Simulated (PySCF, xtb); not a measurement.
C3H8O2Si, SMILES C/C=C/O[SiH2]O.

GFN2-xTB in xtb 6.7.1 at its own geometry gives an orbital gap of 4.92 eV and a dipole moment of 1.27 D.

Coordinates come from a B3LYP-D3(BJ)/def2-SVP optimisation. The structure was generated by enumeration; whether it is a known compound was not checked. Other conformers were not sampled.

**Question.** What does PBE/def2-TZVP (PySCF) give? (Estimate from the structure and the level; the computed values follow.)

**Answer.** gap 4.86 eV (levels -5.37 and -0.51 eV), dipole 0.74 D.
